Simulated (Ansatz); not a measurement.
Born–Oppenheimer molecular dynamics of F4H2SSi (8 atoms, charge 0, multiplicity 1). It starts at the highest image of a converged band, a first-order saddle point between two minima.

Level of theory: Ansatz 0.2.0, RKS BLYP/cc-pVDZ.

```
ensemble                      : NVE (velocity Verlet)
time step                     : 0.5 fs
steps asked                   : 200
starting velocities drawn for : 300 K
seed                          : 5802
```

First frame:

```xyz
8
Properties=species:S:1:pos:R:3
Si -0.525 -0.337 -0.402
S 1.142 -0.179 1.296
F -0.277 -1.356 -1.667
F -1.480 -1.320 0.536
F -1.562 0.933 -0.555
H 1.418 0.661 -0.015
F 0.836 0.779 -1.122
H 0.448 0.818 1.930
```

(1) How far do the bonds stretch over the last three quarters of this one trajectory? (Pairs bonded in most of those frames.)

Answers

(1) 
```json
{"bond": "Si1–F3", "mean (Å)": "1.650", "spread (Å)": "0.010", "shortest": "1.62", "longest": "1.66"}
{"bond": "Si1–F4", "mean (Å)": "1.677", "spread (Å)": "0.069", "shortest": "1.55", "longest": "1.80"}
{"bond": "Si1–F5", "mean (Å)": "1.653", "spread (Å)": "0.007", "shortest": "1.63", "longest": "1.67"}
{"bond": "Si1–F7", "mean (Å)": "1.670", "spread (Å)": "0.062", "shortest": "1.57", "longest": "1.83"}
{"bond": "S2–H6", "mean (Å)": "1.375", "spread (Å)": "0.023", "shortest": "1.34", "longest": "1.41"}
{"bond": "S2–H8", "mean (Å)": "1.371", "spread (Å)": "0.036", "shortest": "1.32", "longest": "1.42"}
```

Mean temperature of the second half: 682 K. The conserved energy stayed within 0.097 meV per atom of its start (net change 0.052 meV per atom), so the integration is sound. The system heated up, since it started high on the potential surface and ran downhill. A run of 0.1 ps of so small a system gives no equilibrium averages. The orbitals stay closed-shell, which can raise the energy where a bond breaks towards radicals; this wasn't checked here.

Run time: 5.4 min on 2 threads of Arm Neoverse V2 (shared host), peak memory 0.14 GiB.
